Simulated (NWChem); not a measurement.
System: SiNH₃OF₂; SMILES F[Si](N)(O)F

Input file for NWChem:

```
start job
memory heap 200 mb stack 900 mb global 1100 mb
geometry units angstroms noautoz
  N      0.461261    -1.610102     0.141011
  Si     0.016533     0.018363     0.079204
  O      1.382967     0.918015    -0.023577
  F     -0.868200     0.340938     1.374079
  F     -0.930277     0.452721    -1.147413
  H      1.232411    -1.974199    -0.400012
  H     -0.142638    -2.328347     0.514170
  H      1.289008     1.772010    -0.468034
end
basis spherical
  N library 6-31+g*
  Si library 6-31+g*
  O library 6-31+g*
  F library 6-31+g*
  H library 6-31+g*
end
dft
  xc xpbe96 cpbe96
  iterations 150
  vectors input atomic output neutral.movecs
end
task dft energy
charge 1
dft
  odft
  mult 2
  vectors input atomic output cation.movecs
end
task dft energy
charge -1
dft
  odft
  mult 2
  vectors input atomic output anion.movecs
end
task dft energy
```

The geometry was optimised at B3LYP/6-31G* (spherical d).

Ions are spin-unrestricted doublets at the neutral geometry; other ion states weren't tried.

Question: What results follow from this input? (PBE/6-31+G* (spherical d), vertical spin-unrestricted ions.) Quantities: vertical ionisation energy, ΔSCF (eV); −ε(HOMO) (eV).

Answer: 
```yaml
vertical ionisation energy, ΔSCF (eV): 10.67
"−ε(HOMO) (eV)": 6.77
```
